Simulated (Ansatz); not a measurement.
Isolated molecules relaxed with PBE0-D4/def2-TZVP in Ansatz; ΔE leaves out vibrations. CBS: MP2 limit from def2 TZ/QZ plus the TZ coupled-cluster correction, frozen cores. Functionals use def2-TZVPP. B3LYP here is the variant with VWN-RPA as its local correlation; programs differ in this. One conformer a species, not always the lowest.

`CC[SiH](O)[SiH3]` + `N=CCF` → `FC/C=N\[SiH3]` + `CC[SiH2]O`  (cleavage of the Si–Si bond)

| level | ΔE (kJ/mol) | difference from CCSD(T)/CBS |
| --- | --- | --- |
| PBE-D4 | -13.4 | 15.6 |
| r2SCAN-D4 | -26.9 | 2.1 |
| PBE0-D4 | -17.6 | 11.4 |
| B3LYP-D4 | -31.0 | -2.0 |
| ωB97X-V | -28.2 | 0.8 |
| ωB97M-V | -34.3 | -5.3 |
| B2PLYP | -34.5 | -5.5 |
| PBE | -13.5 | 15.5 |
| r2SCAN | -27.2 | 1.8 |
| PBE0 | -18.0 | 11.0 |
| B3LYP | -31.2 | -2.2 |
| HF/def2-TZVPP | -45.6 | -16.6 |
| MP2/def2-TZVPP | -37.9 | -8.9 |
| SCS-MP2/def2-TZVPP | -39.5 | -10.5 |
| CCSD/def2-TZVPP | -29.6 | -0.6 |
| CCSD(T)/def2-TZVPP | -28.0 | 1.0 |
| HF/def2-QZVPP | -46.9 | -17.9 |
| MP2/def2-QZVPP | -39.0 | -10.0 |
| SCS-MP2/def2-QZVPP | -40.3 | -11.3 |
| HF/CBS(def2) | -47.1 | -18.1 |
| MP2/CBS(def2) | -38.9 | -9.9 |
| CCSD/CBS(def2) | -30.6 | -1.6 |
| CCSD(T)/CBS | -29.0 | 0 |

Largest T1 diagnostic among the species: 0.013.

From PBE to PBE0 (25 % exact exchange), in def2-TZVPP and without D4, ΔE moves by −4.5 kJ/mol. In def2-TZVPP, CCSD(T) changes the Hartree–Fock value by +17.6 kJ/mol (the triples alone add +1.6 kJ/mol) and MP2 by +7.6 kJ/mol.
